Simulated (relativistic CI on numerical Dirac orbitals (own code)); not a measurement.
## Ligand-field terms of d3

Computed with a parametric ligand-field model of a d^n configuration (Racah B and C, spin-orbit zeta, crystal field), exact diagonalisation.

Field parameters in Wybourne normalisation: D3d B²₀ = −7Dσ, B⁴₀ = −14Dq − 21Dτ, B⁴₃ = −14√(10/7) Dq; D4h B²₀ = −7Ds, B⁴₀ = 21(Dq − Dt), B⁴₄ = 21√(5/14) Dq; Td as Oh with Dq negative (B⁴₀ = 21Dq, B⁴₄ = √(5/14) B⁴₀). The field is a parameter set, without covalency.

Ground term and bands for B = 700, C = 2450, ζ = 0 cm⁻¹, D4h, 10Dq = 11850, Ds = 3000, Dt = 500 cm⁻¹?

Ground term 4B1 with 0.00 electrons in the two orbitals of the cubic e set. Spin-allowed: 4A2 4843 cm⁻¹ (2065 nm), 4E 5105 cm⁻¹ (1959 nm), 4B2 11850 cm⁻¹ (844 nm), 4E 16249 cm⁻¹ (615 nm). Lowest spin-forbidden: 2E 9188 cm⁻¹ (1088 nm), 2A1 11118 cm⁻¹ (899 nm), 2A2 12095 cm⁻¹ (827 nm).

Ground term and bands for B = 810, C = 3930, ζ = 0 cm⁻¹, Td, 10Dq = -1800 cm⁻¹?

Ground term 4T1 with 1.84 electrons in the two orbitals of the cubic e set. Spin-allowed: 4T2 1479 cm⁻¹, 4A2 3279 cm⁻¹ (3050 nm), 4T1 13308 cm⁻¹ (751 nm). Lowest spin-forbidden: 2E 15037 cm⁻¹ (665 nm), 2T2 15662 cm⁻¹ (638 nm), 2T1 15849 cm⁻¹ (631 nm).

Ground term and bands for B = 590, C = 2730, ζ = 0 cm⁻¹, D3d, 10Dq = 18000, Dσ = -1200, Dτ = -300 cm⁻¹?

Ground term 4A2 with 0.00 electrons in the two orbitals of the cubic e set. Spin-allowed: 4E 15000 cm⁻¹ (667 nm), 4A1 18778 cm⁻¹ (533 nm), 4E 23219 cm⁻¹ (431 nm), 4A2 24305 cm⁻¹ (411 nm). Lowest spin-forbidden: 2E 10132 cm⁻¹ (987 nm), 2E 12747 cm⁻¹ (785 nm), 2A2 13297 cm⁻¹ (752 nm).

Ground term and bands for B = 980, C = 3820, ζ = 0 cm⁻¹, D4h, 10Dq = 24750, Ds = -1500, Dt = 440 cm⁻¹?

Ground term 4B1 with 0.00 electrons in the two orbitals of the cubic e set. Spin-allowed: 4E 20598 cm⁻¹ (485 nm), 4B2 24750 cm⁻¹ (404 nm), 4E 29366 cm⁻¹ (341 nm), 4A2 35560 cm⁻¹ (281 nm). Lowest spin-forbidden: 2E 16208 cm⁻¹ (617 nm), 2B1 18338 cm⁻¹ (545 nm), 2A1 18729 cm⁻¹ (534 nm).

Ground term and bands for B = 420, C = 2040, ζ = 0 cm⁻¹, D3d, 10Dq = 15300, Dσ = -1200, Dτ = -130 cm⁻¹?

Ground term 4A2 with 0.01 electrons in the two orbitals of the cubic e set. Spin-allowed: 4E 13379 cm⁻¹ (747 nm), 4A1 16468 cm⁻¹ (607 nm), 4E 19796 cm⁻¹ (505 nm), 4A2 20239 cm⁻¹ (494 nm). Lowest spin-forbidden: 2E 7442 cm⁻¹ (1344 nm), 2E 9317 cm⁻¹ (1073 nm), 2A2 9903 cm⁻¹ (1010 nm).
